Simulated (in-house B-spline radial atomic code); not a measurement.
**BLYP excitations of Ge4+**

Method: BLYP. Computed with an all-electron radial atomic-structure program (B-spline basis): linear response of the closed shell [Ar] 3d10 with the functional's adiabatic kernel; scalar-relativistic (spin-free one-electron X2C), finite nucleus, no spin-orbit coupling, no double excitations, S, P, D and F terms only. Only terms of natural parity with L up to 3 were computed.

Command:
```bash
python run_td.py task.json out
```
Settings (radii: box in bohr, nucleus in fm):
```
Z                        32
electrons                28
configuration            [Ar] 3d10
hamiltonian              x2c
method                   b88,lyp
box_radius               19.1
rms_radius               4.0742
intervals                72
```

Time taken, with all properties: 1.1 s on 1 thread of Intel(R) Xeon(R) Platinum 8259CL CPU @ 2.50GHz (Skylake/Cascade Lake) (shared host).

The lowest states, in the order of their Tamm-Dancoff energies; the method's threshold (minus the highest occupied level) is 77.98 eV. Labels give the largest channel, * marks a mixed state, and oscillator strengths are full-response dipole values. Semilocal kernels can invert the small singlet-triplet splittings of Rydberg terms. Energies in eV:

| state | full response | Tamm-Dancoff | oscillator strength |
| --- | --- | --- | --- |
| 3d → 4s 3D | 24.698 | 24.717 | - |
| 3d → 4s 1D | 25.471 | 25.481 | - |
| 3d → 4p 3P | 35.78 | 35.80 | - |
| 3d → 4p 3F | 35.87 | 35.89 | - |
| 3d → 4p 1F | 36.45 | 36.45 | - |
| 3d → 4p 1P | ? | ? | ? |
| 3d → 4d 3S | ? | ? | - |
| 3d → 4d 3D | 51.75 | 51.76 | - |
| 3d → 4d 1D | 52.32 | 52.33 | - |
| 3d → 5s 3D | 54.60 | 54.60 | - |
| 3d → 5s 1D | 54.77 | 54.77 | - |
| 3d → 4d 1S | 55.70 | 56.19 | - |
| 3d → 5p 3P | 58.45 | 58.45 | - |
| 3d → 5p 3F | 58.47 | 58.47 | - |
| 3d → 5p 1F | 58.60 | 58.60 | - |
| 3d → 5p 1P | 58.87 | 58.89 | 0.0528 |
| 3d → 4f 3P | 62.31 | 62.32 | - |
| 3d → 4f 3F | 62.32 | 62.32 | - |
| 3d → 4f 1F | 62.38 | 62.38 | - |
| 3d → 4f 1P | 62.64 | 62.66 | 0.403 |
| 3d → 5d 3S | 63.93 | 63.94 | - |
| 3d → 5d 3D | 64.09 | 64.09 | - |

(1) Where does 3d → 4p 1P lie?

(2) Where does 3d → 4d 3S lie?

(3) How large is the singlet-triplet splitting of 3d → 4s (D terms) in Tamm-Dancoff?

(4) What polarisabilities and dispersion coefficient does the method give?

## Answers

(1) At 37.49 eV in full response, 37.57 eV in Tamm-Dancoff, oscillator strength 0.522.

(2) At 51.27 eV in full response, 51.30 eV in Tamm-Dancoff.

(3) 0.764 eV, from the unrounded values.

(4) Dipole 0.8819 bohr³, quadrupole 1.371 bohr⁵, C6 1.691 hartree·bohr⁶ for two such species.
